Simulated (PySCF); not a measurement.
## Pauling's electronegativity from computed bond energies: partners of Cs

PBE0 in PySCF with def2-TZVP on every atom (core potentials on Cs), for the lowest determinant that a PBE0 search found; no spin–orbit coupling. De of Cs2 is 0.41 eV.

```json
{"B": "F", "De(B₂) (eV)": "1.53", "De(CsB) (eV)": "4.94"}
{"B": "H", "De(B₂) (eV)": "4.52", "De(CsB) (eV)": "1.68"}
{"B": "Li", "De(B₂) (eV)": "0.82", "De(CsB) (eV)": "0.61"}
```

**Question.** With Δ = De(CsB) − [De(Cs₂) + De(B₂)]/2, give Δ and the electronegativity difference √(Δ/eV).

**Answer.** 

| B | Δ (eV) | √Δ |
| --- | --- | --- |
| F | 3.97 | 1.99 |
| H | -0.79 | none (Δ < 0) |
| Li | -0.01 | none (Δ < 0) |

The rule was made for single bonds and measured bond energies; here it is fed with computed well depths. With the arithmetic mean Δ turns negative when the two homonuclear bonds differ much, as for alkali hydrides.

Closed-shell solutions of metal pairs were not tested for spin polarisation, which can lower them a little. Weak bonds: Cs2. Basis-set superposition, not corrected here, can be much of De in a small basis, most of all at correlated wavefunction levels. Functionals without a dispersion term scatter widely for such bonds, and LDA overbinds them. These are scalar-relativistic numbers at best; spin–orbit coupling would shift them, the dissociation energy most.
